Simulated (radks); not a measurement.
Values are calculated unless marked as measured or tabulated.
All-electron atom: Yb XV in [Kr] 4d10 4f10. Code: a radial shooting solver on a logarithmic mesh with Libxc functionals. Model: Dirac Kohn-Sham, LB94 model potential, spin-unpolarised, spherical densities, finite nucleus; open shells fill j = l - 1/2 first; Fermi nuclear charge, rms radius 5.3108 fm.

X-ray form factor f0, the Fourier transform of the density (f0(0) = 56):

sin(theta)/lambda (1/angstrom)  f0 (electrons)
0.05                                    55.799
0.1                                     55.202
0.15                                    54.233
0.2                                     52.926
0.25                                    51.327
0.3                                     49.489
0.4                                     45.320
0.5                                     40.861
0.6                                     36.485
0.8                                     28.916
1                                       23.462
1.25                                    19.184
1.5                                     16.596
2                                       13.093
